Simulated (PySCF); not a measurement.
AgI, SMILES [Ag][I], multiplicity 1.

The structure is a stationary point at PBE0-D3(BJ)/def2-TZVP. The spin state was assumed, not searched. The def2 effective core potentials stand for the cores of Ag, I; spin–orbit coupling is left out.

All values below come from PBE0/def2-TZVPD in PySCF.

Isolated molecule, no solvent.

Estimate the frontier levels, gap, dipole moment and polarisability. (An estimate is asked for; the answer gives what the named calculation found.)


| Property | Value |
|---|---|
| highest occupied level | -6.81 eV |
| lowest empty level | -3.12 eV |
| orbital gap | 3.69 eV |
| dipole moment | 5.07 D |
| quadrupole, principal values (traceless, Buckingham form, about the centre of nuclear charge) | -4.25, -4.25, 8.49 D·Å |
| mean static polarisability | 67.1 bohr³ (9.95 Å³) |
| polarisability, principal values | 55.2, 55.2, 91.0 bohr³ |
